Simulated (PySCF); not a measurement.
CBrCl3. Atoms are numbered in the order given.

```xyz
5

Cl    -1.4588     0.8422     1.0117
C      0.0000     0.0000     0.4276
Cl     0.0000    -1.6845     1.0117
Cl     1.4588     0.8422     1.0117
Br     0.0000     0.0000    -1.5475
```
Charge 0, spin multiplicity 1.

Geometry optimised at PBE-D3(BJ)/def2-SVP.

Method: TDA-PBE/def2-SVPD run with PySCF 2.14.0.

Vertical excitations; the highest root listed may be one member of a degenerate set. Isolated molecule, no solvent. State labels are in the subgroup Cs.

Give excitation energies, oscillator strengths and character. (An estimate is asked for; the answer gives what the named calculation found.)


| state | symmetry | energy (eV) | λ (nm) | f | main pairs |
|---|---|---|---|---|---|
| S1 | A" | 4.36 | 284 | 0.001 | HOMO→LUMO (degenerate set) |
| S2 | A' | 4.36 | 284 | 0.001 | HOMO−1→LUMO (degenerate set) |
| S3 | A" | 4.64 | 267 | 0.000 | HOMO−2→LUMO 99 % |
| S4 | A" | 5.35 | 232 | 0.001 | HOMO−4→LUMO, HOMO→LUMO+1 (degenerate set) |
| S5 | A' | 5.35 | 232 | 0.001 | HOMO−5→LUMO, HOMO−1→LUMO+1 (degenerate set) |
| S6 | A' | 5.54 | 224 | 0.014 | HOMO−3→LUMO 72 %, HOMO→LUMO+3 13 %, HOMO−1→LUMO+2 13 % |
| S7 | A" | 5.62 | 221 | 0.005 | HOMO→LUMO+1, HOMO−4→LUMO (degenerate set) |
| S8 | A' | 5.62 | 221 | 0.005 | HOMO−1→LUMO+1, HOMO−5→LUMO (degenerate set) |
| S9 | A" | 5.80 | 214 | 0.000 | HOMO→LUMO+2 35 %, HOMO−1→LUMO+3 35 %, HOMO−2→LUMO+1 29 % |
| S10 | A' | 5.86 | 211 | 0.000 | HOMO−1→LUMO+2 47 %, HOMO→LUMO+3 47 % |
| T1 | A" | 3.91 | 317 | 0 | HOMO→LUMO (degenerate set) |
| T2 | A' | 3.91 | 317 | 0 | HOMO−1→LUMO (degenerate set) |
| T3 | A" | 4.44 | 279 | 0 | HOMO−2→LUMO 99 % |
| T4 | A' | 4.94 | 251 | 0 | HOMO−3→LUMO 97 % |
Triplets are in the Tamm–Dancoff approximation.
